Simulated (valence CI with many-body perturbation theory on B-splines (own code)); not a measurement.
The numbers below are computed, except where a source is named.
**Re⁶²⁺: what the settings do**

Method: valence CI with perturbative core correlation (CI+MBPT): three valence electrons over a frozen Dirac-Fock core [Ne], a basis of 6 s, 6 p, 5 d, 3 f, 1 g functions for each j, with the one-electron correlation potential Σ1 (screened to all orders), the two-electron term Σ2, the three-electron term Σ3, Breit, model QED; selected single and double excitations, second order for the rest, scaled by the run's own slope (own B-spline code, finite nucleus).

No measured spectrum was set against this ion. As an estimate, large intervals hold to a few tenths of a per cent, small ones and those within an open d or f shell to about a per cent.

The reference run has the lowest level (3s^2 3p1/2) J=1/2 and an ionisation energy of 6953.47 eV. Its largest variational space holds 2745 state functions.

Levels are named by their leading jj configuration (3d3/2^4 stands for four electrons in 3d with j = 3/2), which in mixed levels can hold well under half, so a name can repeat and another be missing. Letters in brackets count levels of one name in rising energy.

```tsv
Level	Reference (cm⁻¹)	Shift (cm⁻¹)
(3s 3p1/2^2) J=1/2	1380880	+14
(3s^2 3p3/2) J=3/2	3126320	-49
(3s 3p1/2 3p3/2) J=3/2 [a]	4257200	-34
(3s 3p1/2 3p3/2) J=5/2	4406950	-35
(3s 3p1/2 3p3/2) J=3/2 [b]	4578510	-47
(3s 3p1/2 3p3/2) J=1/2	4661920	-33
(3s^2 3d3/2) J=3/2	5046700	-93
(3s^2 3d5/2) J=5/2	5678090	-111
(3p1/2^2 3p3/2) J=3/2	5928540	-52
(3s 3p1/2 3d3/2) J=3/2 [a]	6036730	-68
(3s 3p1/2 3d3/2) J=5/2	6135220	-90
(3s 3p1/2 3d3/2) J=1/2	6353320	-90
```

The ionisation energy moves by -0.015 eV.

(1) Which of these changes was made?
A. scale of Σ1 1 → 0.8
B. cutoff of virtual states (hartree) 11250 → 7050
C. correlating orbitals by l 3 3 3 2 1 → 3 3 4 3 1; scale of Σ1 1 → 0; scale of Σ2 1 → 0; three-electron term on → off

Answers

(1) B. cutoff of virtual states (hartree) 11250 → 7050.
